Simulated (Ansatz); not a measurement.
```yaml
atoms:
  - { symbol: C, position_ang: [0.0000, 0.0000, -0.6783] }
  - { symbol: C, position_ang: [0.0000, 0.0000, 0.6783] }
```

Basis set: 6-31G* (spherical functions). Correlated methods keep 2 orbitals frozen. Charge 0, multiplicity 1.

Computed with Ansatz (development build ahead of 0.2.0); each method stands on the lowest determinant of its kind that the runs found. Restricted open shells among the atoms or ions are ROHF, correlated in semicanonical orbitals with singles.

The atomization energy at this shape (free ground-state atoms in the same class of orbitals less the molecule, no zero-point energy) of singlet C₂:

```
method  atomization energy
   RHF             1.96 eV
```

**Question.** What does RHF-MP2 give?

**Answer.** 3.81 eV. Caution: in another basis set an unrestricted determinant lies well below.
